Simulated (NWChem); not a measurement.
Program: NWChem. System: C2H2F (+1), charge 1, spin multiplicity 1, at a geometry optimised with PBE0/def2-SVP. The structure started from a generated list of species. Level: TD-B3LYP/aug-cc-pVDZ, VWN1-RPA local correlation.

The NWChem input:

```
start mol
memory heap 200 mb stack 900 mb global 1100 mb
charge 1
geometry units angstroms nocenter noautoz
  C      0.000000     0.000000    -1.250925
  C      0.000000     0.000000     0.017485
  F      0.000000     0.000000     1.223780
  H      0.958013     0.000000    -1.806693
  H     -0.958013     0.000000    -1.806693
  symmetry group C2v
end
basis spherical
  * library aug-cc-pvdz
end
dft
  xc b3lyp
  semidirect memsize 60000000 filesize 0
  iterations 100
end
tddft
  rpa
  nroots 6
  notriplet
  thresh 1e-4
end
task tddft energy
```

Part of the output:

```
             Northwest Computational Chemistry Package (NWChem) 7.3.0
             --------------------------------------------------------

                                NWChem Input Module
                                -------------------

 Scaling coordinates for geometry "geometry" by  1.889725989
 (inverse scale =  0.529177249)

 Turning off AUTOSYM since
 SYMMETRY directive was detected!

                             Geometry "geometry" -> ""
                             -------------------------

 Output coordinates in angstroms (scale by  1.889725989 to convert to a.u.)

  No.       Tag          Charge          X              Y              Z
 ---- ---------------- ---------- -------------- -------------- --------------
    1 C                    6.0000     0.00000000     0.00000000    -1.25092500
    2 C                    6.0000     0.00000000     0.00000000     0.01748500
    3 F                    9.0000     0.00000000     0.00000000     1.22378000
    4 H                    1.0000     0.95801300     0.00000000    -1.80669300
    5 H                    1.0000    -0.95801300     0.00000000    -1.80669300

 Effective nuclear repulsion energy (a.u.)      62.3434268075

            Nuclear Dipole moment (a.u.)
            ----------------------------
        X                 Y               Z
 ---------------- ---------------- ----------------
     0.0000000000     0.0000000000    -0.0000113384

      Symmetry information
      --------------------

 Group name             C2v
 Group number             16
 Group order               4
 No. of unique centers     4

      Symmetry unique atoms

     1    2    3    4


 Summary of "ao basis" -> "" (spherical)
 ------------------------------------------------------------------------------
       Tag                 Description            Shells   Functions and Types
 ---------------- ------------------------------  ------  ---------------------
 *                        aug-cc-pvdz                 on all atoms

                                 NWChem DFT Module
                                 -----------------

 Summary of "ao basis" -> "ao basis" (spherical)
 ------------------------------------------------------------------------------
       Tag                 Description            Shells   Functions and Types
 ---------------- ------------------------------  ------  ---------------------
 C                        aug-cc-pvdz                9       23   4s3p2d
 F                        aug-cc-pvdz                9       23   4s3p2d
 H                        aug-cc-pvdz                5        9   3s2p

 Summary of "ao basis" -> "ao basis" (spherical)
 ------------------------------------------------------------------------------
       Tag                 Description            Shells   Functions and Types
 ---------------- ------------------------------  ------  ---------------------
 C                        aug-cc-pvdz                9       23   4s3p2d
 F                        aug-cc-pvdz                9       23   4s3p2d
 H                        aug-cc-pvdz                5        9   3s2p

      Symmetry analysis of basis
      --------------------------

        a1         40
        a2          8
        b1         22
        b2         17

            General Information
            -------------------
          SCF calculation type: DFT
          Wavefunction type:  closed shell.
          No. of atoms     :     5
          No. of electrons :    22
           Alpha electrons :    11
[...]
  Root   2 singlet a1             0.286398642 a.u.                7.7933 eV
  ----------------------------------------------------------------------------
     Transition Moments    X  0.00000   Y -0.00000   Z  0.07069
     Transition Moments   XX  0.15999  XY -0.00000  XZ  0.00000
     Transition Moments   YY -0.38220  YZ  0.00000  ZZ  0.46081
     Dipole Oscillator Strength                    0.0009540652
     Electric Quadrupole                           0.0000000228
     Magnetic Dipole                               0.0000000000
     Total Oscillator Strength                     0.0009540880

          sigma_e =   1.3887 Angstrom
          sigma_h =   1.3086 Angstrom
         |d_h->e| =   0.4153 Angstrom
            d_exc =   2.0117 Angstrom
            d_CD1 =   0.4954 Angstrom
            d_CD2 =  -0.9334 Angstrom
            d_CD3 =   2.4270 Angstrom
     Pearson C.C. =  -0.0642

     Occ.   10  b1  ---  Virt.   12  b1   0.72258 X
     Occ.   11  b2  ---  Virt.   13  b2  -0.68801 X
  ----------------------------------------------------------------------------
  Root   3 singlet b2             0.307023482 a.u.                8.3545 eV
  ----------------------------------------------------------------------------
     Transition Moments    X  0.00000   Y -0.43458   Z  0.00000
     Transition Moments   XX -0.00000  XY  0.00000  XZ  0.00000
     Transition Moments   YY -0.00000  YZ  0.39173  ZZ  0.00000
     Dipole Oscillator Strength                    0.0386558287
     Electric Quadrupole                           0.0000000236
     Magnetic Dipole                               0.0000009111
     Total Oscillator Strength                     0.0386567635

          sigma_e =   1.9179 Angstrom
          sigma_h =   1.2414 Angstrom
         |d_h->e| =   0.5935 Angstrom
            d_exc =   2.3563 Angstrom
            d_CD1 =   1.2699 Angstrom
            d_CD2 =  -0.9862 Angstrom
            d_CD3 =   2.9497 Angstrom
     Pearson C.C. =   0.0041

     Occ.   11  b2  ---  Virt.   14  a1   0.99627 X
     Occ.   11  b2  ---  Virt.   19  a1  -0.05043 X
  ----------------------------------------------------------------------------
  Root   4 singlet b1             0.378721922 a.u.               10.3056 eV
  ----------------------------------------------------------------------------
     Transition Moments    X -0.43444   Y -0.00000   Z  0.00000
     Transition Moments   XX -0.00000  XY  0.00000  XZ  1.59476
     Transition Moments   YY -0.00000  YZ  0.00000  ZZ -0.00000
     Dipole Oscillator Strength                    0.0476535836
     Electric Quadrupole                           0.0000007357
     Magnetic Dipole                               0.0000025779
     Total Oscillator Strength                     0.0476568971

          sigma_e =   1.3564 Angstrom
          sigma_h =   1.2150 Angstrom
         |d_h->e| =   1.0278 Angstrom
            d_exc =   2.0876 Angstrom
            d_CD1 =   1.1693 Angstrom
            d_CD2 =  -0.2579 Angstrom
            d_CD3 =   3.1154 Angstrom
     Pearson C.C. =   0.0043

     Occ.    6  a1  ---  Virt.   12  b1  -0.10161 X
     Occ.    9  a1  ---  Virt.   12  b1   0.98209 X
     Occ.   10  b1  ---  Virt.   19  a1   0.05321 X
     Occ.   10  b1  ---  Virt.   21  a1   0.06317 X
     Occ.   11  b2  ---  Virt.   25  a2  -0.09854 X
  ----------------------------------------------------------------------------
  Root   5 singlet a1             0.396662761 a.u.               10.7937 eV
  ----------------------------------------------------------------------------
     Transition Moments    X -0.00000   Y -0.00000   Z -1.78262
     Transition Moments   XX  0.92503  XY  0.00000  XZ  0.00000
     Transition Moments   YY  0.43981  YZ  0.00000  ZZ  3.29834
     Dipole Oscillator Strength                    0.8403264444
     Electric Quadrupole                           0.0000007777
     Magnetic Dipole                               0.0000000000
     Total Oscillator Strength                     0.8403272220

          sigma_e =   1.6743 Angstrom
          sigma_h =   1.3418 Angstrom
         |d_h->e| =   0.1189 Angstrom
            d_exc =   2.1325 Angstrom
            d_CD1 =   0.4515 Angstrom
            d_CD2 =  -1.3891 Angstrom
            d_CD3 =   2.2515 Angstrom
     Pearson C.C. =   0.0156

     Occ.    7  b1  ---  Virt.   12  b1  -0.06001 X
     Occ.    9  a1  ---  Virt.   14  a1  -0.14722 X
     Occ.    9  a1  ---  Virt.   15  a1  -0.08718 X
     Occ.    9  a1  ---  Virt.   18  a1  -0.12164 X
     Occ.    9  a1  ---  Virt.   24  a1   0.05337 X
     Occ.   10  b1  ---  Virt.   12  b1   0.67421 X
     Occ.   10  b1  ---  Virt.   12  b1  -0.10610 Y
     Occ.   10  b1  ---  Virt.   16  b1  -0.06049 X
     Occ.   11  b2  ---  Virt.   13  b2   0.69760 X
     Occ.   11  b2  ---  Virt.   13  b2  -0.13742 Y
     Occ.   11  b2  ---  Virt.   17  b2  -0.06354 X
     Occ.   11  b2  ---  Virt.   22  b2  -0.10257 X
  ----------------------------------------------------------------------------
  Root   6 singlet b2             0.400190464 a.u.               10.8897 eV
  ----------------------------------------------------------------------------
     Transition Moments    X -0.00000   Y  0.11157   Z -0.00000
     Transition Moments   XX  0.00000  XY  0.00000  XZ  0.00000
     Transition Moments   YY  0.00000  YZ -0.56520  ZZ  0.00000
     Dipole Oscillator Strength                    0.0033207419
     Electric Quadrupole                           0.0000001090
     Magnetic Dipole                               0.0000000380
     Total Oscillator Strength                     0.0033208889

          sigma_e =   2.5677 Angstrom
          sigma_h =   1.2233 Angstrom
         |d_h->e| =   1.1493 Angstrom
            d_exc =   3.0613 Angstrom
            d_CD1 =   2.4937 Angstrom
            d_CD2 =  -0.7462 Angstrom
            d_CD3 =   4.2106 Angstrom
     Pearson C.C. =   0.0062

     Occ.    9  a1  ---  Virt.   13  b2  -0.09056 X
     Occ.   11  b2  ---  Virt.   14  a1  -0.05195 X
     Occ.   11  b2  ---  Virt.   15  a1   0.97965 X
     Occ.   11  b2  ---  Virt.   18  a1   0.14003 X
     Occ.   11  b2  ---  Virt.   24  a1  -0.07494 X

              Target root =      1
          Target symmetry = none
      Ground state energy =   -176.833103103083
        Excitation energy =      0.127800088080
     Excited state energy =   -176.705303015003

  stored tddft:energy   -176.70530301500301

 Task  times  cpu:       49.6s     wall:       49.6s

 Total times  cpu:       49.6s     wall:       49.6s
```
